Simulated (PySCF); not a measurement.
3-ethenylsiletane (C5H10Si), SMILES C(=C)C1C[SiH2]C1. Atoms are numbered in the order given.

```xyz
16

C      2.9514    -0.2539     0.0000
C      1.7871     0.3970     0.0000
C      0.4359    -0.2389     0.0000
C     -0.4942     0.1453    -1.1918
Si    -1.9491    -0.0870     0.0000
C     -0.4942     0.1453     1.1918
H      2.9911    -1.3483     0.0000
H      3.9063     0.2782     0.0000
H      1.7870     1.4961     0.0000
H      0.5620    -1.3358     0.0000
H     -0.3732     1.2136    -1.4405
H     -0.3677    -0.4414    -2.1119
H     -3.0824     0.8898     0.0000
H     -2.5101    -1.4735     0.0000
H     -0.3677    -0.4414     2.1119
H     -0.3732     1.2136     1.4405
```

Geometry: PBE0-D3(BJ)/def2-SVP. The values are those of a single conformer.

Computed with TDA-ωB97X/def2-SVPD run with PySCF 2.14.0.

Vertical excitations. The molecule is in vacuum. State labels are in the subgroup Cs.

Computed UV-visible absorptions:
```
state  symmetry  energy (eV)  λ (nm)      f                                                                  main pairs
-----  --------  -----------  ------  -----  --------------------------------------------------------------------------
S1           A"         7.19     173  0.010                                                            HOMO−1→LUMO 91 %
S2           A'         7.55     164  0.928                                                              HOMO→LUMO 79 %
S3           A"         7.70     161  0.043                        HOMO→LUMO+2 57 %, HOMO→LUMO+1 19 %, HOMO→LUMO+5 13 %
S4           A"         8.08     154  0.001                                                            HOMO→LUMO+4 68 %
S5           A'         8.08     153  0.035                                                            HOMO−2→LUMO 74 %
S6           A"         8.16     152  0.002  HOMO−3→LUMO 24 %, HOMO−1→LUMO+3 23 %, HOMO→LUMO+4 14 %, HOMO−4→LUMO+3 11 %
T1           A'         4.43     280      0                                            HOMO→LUMO 50 %, HOMO→LUMO+3 38 %
T2           A"         6.91     180      0                                                            HOMO−1→LUMO 87 %
```
Triplets are in the Tamm–Dancoff approximation.
